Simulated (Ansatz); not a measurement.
Program: Ansatz. Geometries: PBE0-D4/def2-TZVP. ΔE: electronic, gas phase. CCSD(T)/CBS is the MP2 limit (def2-TZVPP, def2-QZVPP) plus CCSD(T) − MP2 in def2-TZVPP, frozen cores. This one scheme is used for every species, atoms too. DFT in def2-TZVPP. No spin–orbit coupling; open shells (•) take unrestricted orbitals. Spin–orbit coupling would lower the free atoms: a little for C, O, Si. Each species was taken in one conformer, which may not be the lowest.

Reaction (atomization): `CCO[Si](C)(C)OCC` → 6 C• + 16 H• + 2 O• + Si•

`CCO[Si](C)(C)OCC`:

Z-matrix (Å, degrees):
```
C
C 1 1.509
H 1 1.093 2 110.5
H 1 1.092 2 110.4 3 -120.1
H 1 1.092 2 110.6 3 120.2
O 2 1.413 1 109.5 3 178.9
H 2 1.098 1 110.1 3 -59.6
H 2 1.098 1 110.1 3 58.4
Si 6 1.648 2 123.6 1 163.3
C 9 1.857 6 104.8 2 -179.5
C 9 1.857 6 111.9 2 56.8
O 9 1.648 6 109.9 2 -59.1
H 10 1.093 9 111.1 6 177.8
H 10 1.093 9 110.9 6 57.4
H 10 1.093 9 110.7 6 -62.0
H 11 1.093 9 111.1 6 58.7
H 11 1.093 9 110.9 6 -61.7
H 11 1.093 9 110.7 6 178.9
C 12 1.413 9 123.6 6 -59.1
C 19 1.509 12 109.5 9 162.8
H 19 1.098 12 110.4 9 41.4
H 19 1.098 12 109.6 9 -76.4
H 20 1.092 19 110.6 12 -60.9
H 20 1.092 19 110.4 12 58.8
H 20 1.093 19 110.5 12 178.9
```

(1) What is ΔE at CCSD(T)/CBS? (Best estimate.)

(2) What do these levels give: ωB97X-V, PBE-QIDH, r2SCAN, LC-ωPBE, CCSD(T)/def2-SVP, CCSD(T)/def2-TZVPP? (Best estimate.)

Largest T1 diagnostic among the species: 0.012.

Answers

(1) The calculation gave: +9957.9 kJ/mol.

(2) Ansatz gave: ωB97X-V 9970.5, PBE-QIDH 9908.9, r2SCAN 9957.6, LC-ωPBE 9924.7, CCSD(T)/def2-SVP 9481.1, CCSD(T)/def2-TZVPP 9731.9 kJ/mol.

In def2-TZVPP, CCSD(T) changes the Hartree–Fock value by +2273.0 kJ/mol (the triples alone add +119.7 kJ/mol) and MP2 by +2390.2 kJ/mol; breaking electron pairs costs correlation energy, which Hartree–Fock lacks. From BLYP to BHLYP (50 % exact exchange), in def2-TZVPP and without D4, ΔE moves by −124.3 kJ/mol: exact exchange takes away binding that semilocal exchange gives to molecules. Leaving LDA and LC-ωPBE aside and taking each functional with its dispersion term where it has one, the values, not all of them listed here, spread over 374.3 kJ/mol, from BHLYP-D4 to PBE-D4. LDA lies +1240.9 kJ/mol from PBE without D4, its usual overbinding.

For atomizations the MP2-based limit and the directly extrapolated one differ by several kJ/mol either way, and by 10 to 25 for some Ge, Se and Sn compounds, so smaller differences from it don't rank the levels.
